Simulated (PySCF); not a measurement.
An unknown is described by computed data only.

Elements present: C, Cl, F and H. Monoisotopic mass: 135.9703 u.

| Property | Result |
| --- | --- |
| UV, strongest line | among the 10 lowest singlet transitions: S6 at 9.56 eV (130 nm, f = 0.060) [TDDFT CAM-B3LYP/aug-cc-pVTZ] |
| Rotational structure | rotational constants A, B, C: 3.189, 1.788, 1.455 GHz [PBE0-D3(BJ)/def2-TZVP] |
| NMR, other nuclei | isotropic shieldings of nuclei other than C and H, by class: 268 (3 F), 345 (1 F), 736 (1 Cl) ppm [GIAO PBE0/pcSseg-2] |
| Triplet | lowest triplet excitation (Tamm–Dancoff): 6.84 eV [TDA CAM-B3LYP/aug-cc-pVTZ] |
| Dipole | 1.46 D [CAM-B3LYP/aug-cc-pVTZ] |
| UV, first state | lowest singlet excitation: 7.61 eV (163 nm, f = 0.002) [TDDFT CAM-B3LYP/aug-cc-pVTZ] |
| Polarisability | 43.6 au [CAM-B3LYP/aug-cc-pVTZ] |
| 13C NMR | chemical shifts (computed TMS as zero) by class: 132.6 (1 C), 105.4 (1 C) ppm [GIAO PBE0/pcSseg-2] |

Electronic properties: PySCF, gas phase, density fitting. Levels stand in brackets. Isolated species at its PBE0-D3(BJ)/def2-TZVP geometry, gas phase. NMR values are class means; diastereotopic atoms form classes of their own.

Task: Which formula fits the mass and the elements?

Result: C2HClF4 (calculated 135.9703). No other formula that holds each of these elements comes within 0.0003 u with a fitting electron parity and a possible valence count.

Task: Propose a structure and show how it fits.

Result: Numbering: `[F:1][C@H:2]([Cl:3])[C:4]([F:5])([F:6])[F:7]`. Its formula, C2HClF4, gives 0 degrees of unsaturation, so no ring and no π bond. 2 carbons fall into 2 classes; from least to most shielded: CF3 carbon [C4] (132.6 ppm), sp3 C–F carbon [C2] (105.4 ppm). The other shieldings belong to: 268 ppm, fluorine of a CF3 group [F5/F6/F7]; 345 ppm, alkyl fluorine [F1]; 736 ppm, chlorine on a fluorinated carbon [Cl3]. The optimised geometry has point group C1 and is an asymmetric top. Structure: 1,1,1,2-tetrafluorochloroethane (`F[C@H](Cl)C(F)(F)F`). The assignments are read from this structure; whether some other isomer fits the data as well wasn't checked. The mirror image fits equally.

The values belong to the conformer `[F:1][C@H:2]([Cl:3])[C:4]([F:5])([F:6])[F:7]`: F1–C2–C4–F5 61°.
